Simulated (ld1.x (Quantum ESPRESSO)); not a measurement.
Tc (Z = 43): excitation energies, all-electron against TM

| Quantity | Value |
| --- | --- |
| Element | Tc |
| Generator | ld1.x (Quantum ESPRESSO) 7.5 |
| Type | norm-conserving Troullier–Martins (Kleinman–Bylander form) |
| Functional | BP86 |
| Relativity | scalar-relativistic |
| Frozen core | [Kr] |
| Valence charge | 7 |
| Reference configuration | 4d6 5s1 5p0 |
| Partial waves | 5s (bound): rc 2.20 bohr; 5p (bound, empty): rc 3.95 bohr; 4d (bound): rc 1.30 bohr |
| Local potential | all-electron potential smoothed inside 3.40 bohr (lloc = -2) |
| Core correction | Bessel-smoothed model core inside 1.25 bohr |

Energies are relative to the spin-unpolarised reference configuration 4d6 5s1 5p0; without spin polarisation the order of configurations can differ from experiment. The frozen-core shift is the all-electron ΔE with the core orbitals held at their reference shape minus the fully relaxed ΔE.

| valence configuration | charge | ΔE all-electron (eV) | error AE − PS (meV) | frozen-core shift (meV) |
| --- | --- | --- | --- | --- |
| 4d5 5s2 5p0 | 0 | 0.888 | -101 | +38 |
| 4d5 5s0 5p0 | +2 | 24.246 | -143 | +61 |
| 4d4 5s0 5p0 | +3 | 53.041 | -717 | +416 |
| 4d6 5s0 5p0 | +1 | 7.288 | -14 | +4.1 |
| 4d5 5s0 5p1 | +1 | 13.870 | -115 | +51 |
| 4d5 5s0 5p2 | 0 | 8.677 | -135 | +50 |

Q: What are ΔE and the potential's error for 4d5 5s1 5p0?

A: ΔE = 9.235 eV all-electron; the error (AE − PS) is -97 meV.

Levels in the configuration 4d6 5s0 5p0:

```json
{"level": "4d", "all-electron (eV)": "-11.622", "pseudo (eV)": "-11.610"}
```
